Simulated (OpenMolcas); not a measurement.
Computed levels of Cr III

* Program: OpenMolcas 26.06
* Method: CASSCF
* Basis: ANO-RCC-VTZP [6s5p3d2f1g]
* Scalar Hamiltonian: DKH2, point nucleus
* Active space: 4 electrons in 6 orbitals (3d 4s)
* State averaging: 2S+1 = 5 even, 15 roots; 2S+1 = 3 even, 90 roots kept (CI in the orbitals of an earlier block); 2S+1 = 1 even, 77 roots kept (CI in the orbitals of an earlier block)
* Spin-orbit coupling: RASSI with atomic mean-field integrals over the reference wave functions, term energies averaged over their components

With spin-orbit coupling, above the lowest level:

| Configuration | Term | J | E (eV) | Measured (eV) | g | Term weight % |
| --- | --- | --- | --- | --- | --- | --- |
| 3d4 | 5D | 0 | 0.0000 | 0.0000 |  | 100 |
| 3d4 | 5D | 1 | 0.0086 | 0.0077 | 1.501 | 100 |
| 3d4 | 5D | 2 | 0.0256 | 0.0227 | 1.501 | 100 |
| 3d4 | 5D | 3 | 0.0505 | 0.0442 | 1.501 | 100 |
| 3d4 | 5D | 4 | 0.0825 | 0.0714 | 1.501 | 100 |
| 3d4 | 3H | 4 | 2.6270 | 2.1417 | 0.800 | 100 |
| 3d4 | 3H | 5 | 2.6450 | 2.1569 | 1.034 | 100 |
| 3d4 | 3H | 6 | 2.6655 | 2.1735 | 1.167 | 100 |
| 3d4 | 3P(1) | 0 | 2.8470 | 2.0794 |  | 100 |
| 3d4 | 3P(1) | 1 | 2.8988 | 2.1286 | 1.501 | 100 |
| 3d4 | 3P(1) | 2 | 2.9940 | 2.2133 | 1.501 | 100 |
| 3d4 | 3F(1) | 2 | 3.0208 | 2.2877 | 0.666 | 100 |
| 3d4 | 3F(1) | 3 | 3.0279 | 2.2951 | 1.078 | 98 |
| 3d4 | 3F(1) | 4 | 3.0386 | 2.3040 | 1.246 | 98 |
| 3d4 | 3G | 3 | 3.3172 | 2.5669 | 0.755 | 98 |
| 3d4 | 3G | 4 | 3.3392 | 2.5854 | 1.053 | 98 |
| 3d4 | 3G | 5 | 3.3592 | 2.6032 | 1.200 | 100 |
| 3d4 | 1I | 6 | 3.9515 | 3.2254 | 1.000 | 100 |
| 3d4 | 1G(1) | 4 | 4.1647 | 3.1168 | 1.000 | 100 |
| 3d4 | 3D | 3 | 4.2931 | 3.1897 | 1.334 | 100 |
| 3d4 | 3D | 2 | 4.3005 | 3.1964 | 1.167 | 100 |
| 3d4 | 3D | 1 | 4.3080 | 3.2048 | 0.499 | 100 |
| 3d4 | 1S | 0 | 4.8468 | 3.3937 |  | 100 |
| 3d4 | 1D(1) | 2 | 5.1890 | 3.9863 | 1.000 | 100 |
| 3d3 4s | 5F | 1 | 5.4845 | 6.1363 | -0.002 | 100 |
| 3d3 4s | 5F | 2 | 5.5011 | 6.1531 | 1.000 | 100 |
| 3d3 4s | 5F | 3 | 5.5259 | 6.1780 | 1.251 | 100 |
| 3d3 4s | 5F | 4 | 5.5587 | 6.2105 | 1.351 | 100 |
| 3d3 4s | 5F | 5 | 5.5992 | 6.2501 | 1.401 | 100 |
| 3d4 | 1F | 3 | 6.0091 | 4.5881 | 1.000 | 100 |
| 3d3 4s | 3F(1) | 2 | 6.5953 |  | 0.666 | 100 |
| 3d3 4s | 3F(1) | 3 | 6.6369 |  | 1.084 | 100 |
| 3d3 4s | 3F(1) | 4 | 6.6904 |  | 1.250 | 100 |
| 3d4 | 3F(2) | 4 | 7.0830 | 5.3669 | 1.250 | 100 |
| 3d4 | 3F(2) | 2 | 7.0886 | 5.3691 | 0.666 | 100 |
| 3d4 | 3F(2) | 3 | 7.0886 | 5.3713 | 1.083 | 100 |
| 3d4 | 3P(2) | 2 | 7.1399 | 5.3861 | 1.501 | 100 |
| 3d4 | 3P(2) | 1 | 7.2034 | 5.4450 | 1.501 | 100 |
| 3d4 | 3P(2) | 0 | 7.2361 | 5.4728 |  | 100 |
| 3d3 4s | 5P | 1 | 7.5865 | 7.8167 | 2.501 | 100 |

Against the 36 measured excited levels shown (Sugar and Corliss, J. Phys. Chem. Ref. Data 6, 317 (1977)) the mean absolute deviation is 7000 cm-1; the largest miss in energy is 3d4 3P0(2): computed 7.2361, measured 5.4728 eV (+32.2 %), and the largest in proportion 3d4 1S0 (+42.8 %). Levels of one J stand in another order than measured, so their pairing by name is doubtful.

Spin-orbit coupling puts the lowest level 0.0512 eV below the lowest spin-free term.

For 5D the intervals divided by the larger J are 69.6, 68.5, 66.8, 64.7 cm-1. Landé's interval rule makes them equal in pure LS coupling; they differ by 7 % of their mean. The multiplet is regular.

Without dynamic correlation excited terms often stand tens of per cent too high (terms of higher spin than the ground term too low), and those without a measured partner can miss by more than the paired ones. Terms from blocks run as CI alone lack orbitals of their own. A single d shell beside an s shell can misplace configurations of different d count against each other. Computed and measured levels are paired by configuration, term and J; levels that our copy of the source lacks, or whose pairing is in doubt (as where it misses far off the trend of its configuration), stay unpaired and out of the deviations. Only configurations of the active space appear. The first state left out of the spin-orbit step lies near 90000 cm-1 above the lowest spin-free state of the reference (among the parities and spins computed), and the list stops at four fifths of that energy or lower. The table shows the lowest 40 of 59 levels.

The RASSCF and RASSI steps took 76 s on 1 thread of Intel(R) Xeon(R) Platinum 8375C CPU @ 2.90GHz (Ice Lake), on a shared host; the integral step is not counted.

The term weight is that of the spin-free term in the level, not the purity of its configuration. A number in round brackets counts repeated terms of one configuration in the order of the reference energies.
